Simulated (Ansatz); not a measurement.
Geometry optimisation, RKS PBE/def2-SVP (Ansatz 0.2.0).

Input file:

```yaml
crystal:
  periodic: [false, false, false]
  atoms:
    - { symbol: Ge, position_ang: [0.596839, 0.341997, -0.413233] }
    - { symbol: Ge, position_ang: [-0.197556, 0.298651, 3.118329] }
    - { symbol: H, position_ang: [-1.51275, -0.493425, 3.322037] }
    - { symbol: H, position_ang: [1.010828, -0.661831, 3.083487] }
    - { symbol: H, position_ang: [-0.008428, 1.305365, 4.286945] }
    - { symbol: Cl, position_ang: [1.568195, -0.001972, -2.313214] }
    - { symbol: Cl, position_ang: [-1.16752, 1.519495, -0.782061] }
    - { symbol: Cl, position_ang: [0.071441, -1.615673, 0.318262] }
    - { symbol: Cl, position_ang: [2.076006, 1.461493, 0.771652] }
    - { symbol: H, position_ang: [-0.263355, 1.1203, 1.810196] }
basis:
  gaussian: { orbitals: def2-SVP }
hamiltonian:
  xc: pbe
relax:
  f_tol: 0.03
  max_steps: 50
```

Launched with:

```bash
$ ansatz run input.yaml --threads 4 --pin off --max-ram 5120MiB --backend cpu --events-out ev --progress --plain --runs-dir out
```

Problem. Where does it end, and by what steps?

Solution. The run converged. The force dipped under the threshold on the way, but the program's further checks kept it going. After 11 steps the energy has fallen by 0.353 eV; H10 moved furthest, 0.79 Å.

```
step  energy less start (eV)  largest force component (eV/Å)  accepted
   0                  0.0000                           0.577       yes
   1                 -0.1900                           0.253       yes
   2                 -0.2604                           0.208       yes
   3                 -0.3343                           0.123       yes
   4                 -0.3475                           0.034       yes
   5                 -0.3481                           0.161       yes
   6                 -0.3506                           0.090       yes
   7                 -0.3517                           0.006       yes
   8                 -0.3523                           0.033       yes
   9                 -0.3525                           0.033       yes
  10                 -0.3530                           0.022       yes
  11                 -0.3531                           0.024       yes
```

```xyz
10
Properties=species:S:1:pos:R:3
Ge 0.821 0.316 -0.922
Ge -0.385 0.341 3.564
H -1.438 -0.732 3.939
H 0.966 -0.348 3.254
H -0.206 1.326 4.746
Cl 1.630 -0.037 -2.881
Cl -0.842 1.670 -1.067
Cl 0.158 -1.550 -0.081
Cl 2.340 1.171 0.335
H -0.871 1.118 2.316
```

The run took 34 s on 4 threads of Arm Neoverse V1, on a shared host, peak memory 0.27 GiB.
